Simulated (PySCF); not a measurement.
Gas-phase reaction: TaCl₃NH + 5 NO ⇌ TaOCl₃ + 3 N₂O + OH. Level: ωB97X-V/def2-TZVP†; standard pressure 1 bar.

Computed with PySCF and rigid-rotor harmonic-oscillator thermochemistry at 1 bar. † marks an energy on the PBE0/def2-TZVP geometry and frequencies. Open shells (unrestricted): NO (multiplicity 2, electronic degeneracy 4), OH (multiplicity 2, electronic degeneracy 4); the rest are closed-shell singlets. Spin-orbit splitting is ignored; it lowers the true energy and changes the entropy of NO, OH. Ta: scalar-relativistic def2 core potential, no spin-orbit coupling. TaCl₃NH: computed as isolated molecules; such fragments, hydroxides, amides, oligomers or adducts are transient or little studied in the gas. The harmonic model lacks anharmonicity and excited electronic states, which grow with temperature; levels with a mode under 35 cm⁻¹ are left out. Soft modes under 120 cm⁻¹ make the harmonic entropy rough for TaCl₃NH, TaOCl₃.

```json
[
 {"T (K)": "600", "1000/T (1/K)": "1.6667", "log10 K": "22.82"},
 {"T (K)": "800", "1000/T (1/K)": "1.2500", "log10 K": "14.22"},
 {"T (K)": "1000", "1000/T (1/K)": "1.0000", "log10 K": "9.08"},
 {"T (K)": "1200", "1000/T (1/K)": "0.8333", "log10 K": "5.67"},
 {"T (K)": "1400", "1000/T (1/K)": "0.7143", "log10 K": "3.24"},
 {"T (K)": "1600", "1000/T (1/K)": "0.6250", "log10 K": "?"}
]
```

Problem. Fit log10 K = a + b·(1000/T) to the five rows, get the mean ΔH° and ΔS°, and predict log10 K at 1600 K.

Solution. Means: 1000/T = 1.0929, log10 K = 11.006. Sums of products about the means: Sxy = 11.78815, Sxx = 0.573287, so b = Sxy/Sxx = 20.56 and a = 11.006 − (20.56)×1.0929 = -11.46.
ΔH° = −R ln 10 × 1000 K × b = −19.145 × (20.56) = -394 kJ; ΔS° = R ln 10 × a = -219 J/K. The run's own values go from -396 kJ and -222 J/K at 600 K to -387 kJ and -215 J/K at 1600 K.
Prediction at 1600 K: -11.46 + (20.56)×0.6250 = 1.39. The computed value is 1.43, 0.04 from the line.
For scale, ΔH°(298 K) is -394 kJ at this level, -410 kJ at ωB97M-V/def2-TZVP†, and runs from -1228 to -125 kJ over the 18 levels computed.
